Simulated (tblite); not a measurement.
C₄H₃F₄O (doublet state).
Z-matrix (Å and degrees, GFN2-xTB geometry), rows numbered from 1:
```
F 
C   1  1.3352
C   2  1.4844  1  120.72
O   3  1.4231  2  105.15  1   154.30
C   4  1.3601  3  111.18  2   -14.28
F   5  1.3681  4  110.25  3  -100.14
F   5  1.3350  4  110.05  3   144.39
C   2  1.4816  1  121.44  3   147.52
F   8  1.3803  2  112.90  1    99.61
H   3  1.0980  2  113.85  1   -88.43
H   3  1.1021  2  111.92  1    34.52
H   8  1.0973  2  115.11  1   -22.72
```

Level: GFN2-xTB in tblite, geometry and Hessian alike; calculated harmonic values, unscaled, isolated species. This tight-binding method is rough: wavenumbers can miss measured ones by several per cent, in bad cases by 10 to 20. One conformer, not necessarily the lowest. Open shells enter through the occupations alone, without spin polarisation, and single modes of such species can be off by tens of per cent.

Harmonic wavenumbers (cm⁻¹): 46.6, 97.3, 161.6, 205.4, 296.8, 341.3, 383.0, 434.6, 503.0, 523.6, 604.6, 648.8, 837.5, 873.4, 933.3, 977.6, 998.5, 1057.9, 1089.1, 1103.3, 1126.8, 1189.0, 1230.7, 1235.7, 1243.7, 1353.3, 1421.1, 2832.0, 2895.5, 2919.4.

A = 2442, B = 1431, C = 1174 MHz; mass 143.012 u (most abundant isotopes); point group C1, symmetry number 1; spin multiplicity 2.

Problem. Zero-point energy?

Solution. Half the sum of the wavenumbers: 14782 cm⁻¹ = 42.26 kcal/mol.

Problem. What is S at 298.15 K and 1 bar for an ideal gas of classical rigid rotors and harmonic oscillators?

Solution. Translation 40.81, rotation 28.75, vibration 20.76, spin (R ln 2) 1.38: S = 91.7 cal/(mol K).

Problem. And Cp and H(298.15 K) − H(0)?

Solution. Cp = 30.66 cal/(mol K), of which vibrations give 22.71 (their classical limit is 30 R = 59.6); H(298.15 K) − H(0) = 5.70 kcal/mol without the zero-point energy, 3.33 from vibrations.

Problem. What must be added to the electronic energy to get the Gibbs energy at 298.15 K and 1 bar?

Solution. ZPE + [H(298.15 K) − H(0)] − T·S = 42.26 + 5.70 − 27.34 = 20.62 kcal/mol.

Problem. How do the functions run with temperature in this model?

Solution. 
| T (K) | S (cal/(mol K)) | Cp (cal/(mol K)) | H − H(0) (kcal/mol) | G − H(0) (kcal/mol) | ln q(vib) |
| --- | --- | --- | --- | --- | --- |
| 150 | 75.0 | 19.3 | 2.00 | -9.25 | 2.07 |
| 250 | 86.6 | 27.0 | 4.31 | -17.34 | 3.92 |
| 400 | 101.7 | 37.7 | 9.19 | -31.49 | 6.75 |
| 600 | 119.0 | 47.4 | 17.79 | -53.62 | 10.47 |
| 900 | 139.9 | 55.3 | 33.34 | -92.59 | 15.65 |

q(vib) and H(0) count from the zero-point level.

Hindered rotation and anharmonicity are outside this model. Other conformers, if any are populated, would add a mixing term that is left out. The structure is chiral; the term R ln 2 for an equal mix with its mirror image is left out.

Hardware: one thread, Arm Neoverse V1 (aarch64), shared host. Cost: 0.31 s of wall time. This covers the Hessian and the dipole derivatives.
